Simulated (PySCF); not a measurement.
A K-edge absorption job on `O[SiH2]O/C=C/F`.

Computed with core-valence-separated TDA BHandHLYP/aug-pcX-1 H:pcseg-1 Si:def2-SVPD, K edges, non-relativistic, gas phase (PySCF 2.14.0, density-fitted response routines). Geometry: PBE0-D3(BJ)/def2-SVP. The input is one job of a driver script: a line of settings, then coordinates in Å.

Command:
```bash
OMP_NUM_THREADS=1 python probes_run.py task.json out
```

Input:
```
{"job": {"kind": "xas", "xc": "BHandHLYP", "basis": {"default": "aug-pcX-1", "H": "pcseg-1", "Si": "def2-SVPD"}}, "charge": 0, "multiplicity": 1}
O     -1.931419     1.453682     0.154200
Si    -1.656219    -0.128050    -0.244298
O     -0.090529    -0.380396    -0.779912
C      1.030579    -0.239143    -0.035725
C      2.238880    -0.423708    -0.566551
F      3.337995    -0.281034     0.172970
H     -1.870348     2.108004    -0.548260
H     -2.482404    -0.588250    -1.388565
H     -1.888643    -0.883668     1.011759
H      0.930531     0.034982     1.022122
H      2.419204    -0.695835    -1.609529
```

**Question.** Give the output.

**Answer.** 
```
coarse grid: 10160 points
cycle   1  E = -618.5686721922  dE =  7.715e-01  |g| = 8.703e-01  |ddm| = 3.901e+00
cycle   2  E = -618.5314198619  dE =  3.725e-02  |g| = 1.012e+00  |ddm| = 1.499e+00
cycle   3  E = -618.6990706392  dE = -1.677e-01  |g| = 5.992e-02  |ddm| = 8.057e-01
cycle   4  E = -618.6996845533  dE = -6.139e-04  |g| = 2.639e-02  |ddm| = 7.794e-02
cycle   5  E = -618.6998021274  dE = -1.176e-04  |g| = 1.045e-02  |ddm| = 3.114e-02
cycle   6  E = -618.6998228142  dE = -2.069e-05  |g| = 1.628e-03  |ddm| = 9.708e-03
cycle   7  E = -618.6998232825  dE = -4.683e-07  |g| = 7.708e-04  |ddm| = 2.063e-03
final grid: 95224 points
cycle   8  E = -618.7541972703  dE = -7.494e-05  |g| = 2.767e-03  |ddm| = 2.501e-02
cycle   9  E = -618.7541973703  dE = -1.000e-07  |g| = 2.184e-03  |ddm| = 3.433e-03
cycle  10  E = -618.7541980813  dE = -7.110e-07  |g| = 5.515e-04  |ddm| = 1.623e-03
cycle  11  E = -618.7541981215  dE = -4.025e-08  |g| = 1.186e-04  |ddm| = 3.849e-04
cycle  12  E = -618.7541981244  dE = -2.859e-09  |g| = 2.764e-05  |ddm| = 1.166e-04
cycle  13  E = -618.7541981245  dE = -1.496e-10  |g| = 1.647e-05  |ddm| = 3.994e-05
converged SCF energy = -618.7541981245

C K edge
   eV          f      from atoms
  284.625   0.06440   C3
  284.932   0.06502   C4
  287.209   0.02196   C4
  287.274   0.05049   C3
  288.048   0.01235   C3
  288.195   0.01371   C4
  288.479   0.00272   C3
  288.635   0.00040   C3
  288.839   0.00055   C4
  289.187   0.00165   C4
  289.379   0.00637   C3
  289.481   0.00532   C3

O K edge
   eV          f      from atoms
  532.002   0.01781   O0
  533.596   0.01863   O2
  533.655   0.00430   O2
  533.706   0.01581   O0
  534.063   0.00146   O2
  534.172   0.02909   O0
  534.668   0.01264   O0
  534.887   0.00944   O2
  535.033   0.00173   O0
  535.244   0.01745   O2
  535.445   0.01034   O2
  535.755   0.00231   O0

F K edge
   eV          f      from atoms
  686.119   0.02193   F5
  686.333   0.00872   F5
  687.440   0.01364   F5
  687.811   0.00121   F5
  688.156   0.00213   F5
  688.546   0.00474   F5
  688.820   0.00258   F5
  688.991   0.00269   F5
```

The program numbers atoms from 0.

Main results: lowest C 1s excitation 284.6 eV; lowest O 1s excitation 532.0 eV; lowest F 1s excitation 686.1 eV; the energies are raw, with no shift to experiment and no relativistic term.

**Question.** How long does this job take on one thread, AMD EPYC 7B13 (x86_64), shared host with 128 logical CPUs at a one-minute load of 12? And the peak memory of the process?

**Answer.** About 12 s, with 0.86 GiB resident at the peak, the Python interpreter and its libraries included.

One conformer stands for the species.
Labels such as C1 count atoms from 1, the log's own numbers from 0.
